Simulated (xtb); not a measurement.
C2H8InN, SMILES [CH3][In]([CH3])[NH2]. All values are semi-empirical tight-binding results from xtb (GFN2-xTB unless named), good for trends rather than for accurate numbers. Geometry optimised at GFN2-xTB. The structure was generated by enumeration; whether it is a known compound was not checked. One conformer was computed; it need not be the lowest.

Optimised geometry:

```xyz
12

In     0.0269    -0.0196     0.0000
C     -0.0414    -0.9637     2.0238
H      0.9667    -1.1488     2.3906
H     -0.5824    -1.9067     1.9801
H     -0.5506    -0.2803     2.7007
C     -0.0414    -0.9637    -2.0238
H      0.9667    -1.1488    -2.3906
H     -0.5506    -0.2803    -2.7007
H     -0.5824    -1.9067    -1.9801
N     -0.1366     2.0271     0.0000
H      0.2350     2.5043    -0.8140
H      0.2350     2.5043     0.8140
```

For metal compounds this method's bond lengths and energies can be far off.

Q: Estimate the properties. (Estimate from the structure and the level; the computed values follow.)

A: 
The point group as xtb finds it comes out as Cs and the orbital gap is 3.19 eV. The zero-point energy is 56.7 kcal/mol. The G − E(el) at 298.15 K (modified RRHO) comes out as 35.0 kcal/mol.

Computed atomic charges and the Wiberg bond orders between heavy atoms:
charges (e) In1 0.14, C2 -0.16, H3 0.05, H4 0.05, H5 0.06, C6 -0.16, H7 0.05, H8 0.06, H9 0.05, N10 -0.43, H11 0.15, H12 0.15. Bond orders In1–C2 0.77, In1–C6 0.77, In1–N10 0.98.
